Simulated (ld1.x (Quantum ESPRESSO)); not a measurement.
# An all-electron radial function and its pseudo partner (germanium (Ge))

Columns: radius, all-electron u(r) and pseudo u(r) of the 3p shell (level -135.57 eV) of germanium in the configuration [Ne] 3s2 3p6 3d10 4s2 4p0; PBE, scalar-relativistic, TM scheme, ld1.x (Quantum ESPRESSO) 7.5.

| r (bohr) | all-electron | pseudo |
| --- | --- | --- |
| 0.085 | 0.6651 | -0.0869 |
| 0.170 | 0.4839 | -0.3235 |
| 0.255 | -0.2057 | -0.6438 |
| 0.340 | -0.8209 | -0.9612 |
| 0.425 | -1.1902 | -1.1982 |
| 0.510 | -1.3339 | -1.3138 |
| 0.595 | -1.3234 | -1.3105 |
| 0.680 | -1.2250 | -1.2209 |
| 0.765 | -1.0858 | -1.0852 |
| 0.850 | -0.9350 | -0.9350 |
| 0.935 | -0.7890 | -0.7890 |
| 1.020 | -0.6560 | -0.6560 |
| 1.105 | -0.5395 | -0.5395 |
| 1.190 | -0.4400 | -0.4400 |
| 1.275 | -0.3564 | -0.3564 |
| 1.360 | -0.2871 | -0.2871 |
| 1.445 | -0.2304 | -0.2304 |
| 1.530 | -0.1842 | -0.1842 |
| 1.615 | -0.1468 | -0.1468 |
| 1.700 | -0.1167 | -0.1167 |
| 1.785 | -0.0925 | -0.0925 |
| 1.870 | -0.0732 | -0.0732 |
| 1.955 | -0.0578 | -0.0578 |
| 2.040 | -0.0456 | -0.0456 |
| 2.125 | -0.0359 | -0.0359 |
| 2.210 | -0.0282 | -0.0282 |

**Question.** How many radial nodes do the two functions have?

**Answer.** The all-electron 3p function has n − l − 1 = 1; the pseudo-wave has 0, since the states of the same l below it are removed with the core.

**Question.** At about which radius was the pseudo-wave matched?

**Answer.** 0.95 bohr. The columns agree to 0.0005 from 0.85 bohr on; several derivatives are matched, so the curves merge somewhat inside the radius.

**Question.** Where does each function peak?

**Answer.** Outermost all-electron maximum near 0.51 bohr, pseudo maximum near 0.51 bohr (to the table’s step).

**Question.** Is the pseudo-wave norm-conserving?

**Answer.** Yes: the TM scheme keeps the norm inside the radius equal to the all-electron one, which fixes the energy derivative of the logarithmic derivative at the level.
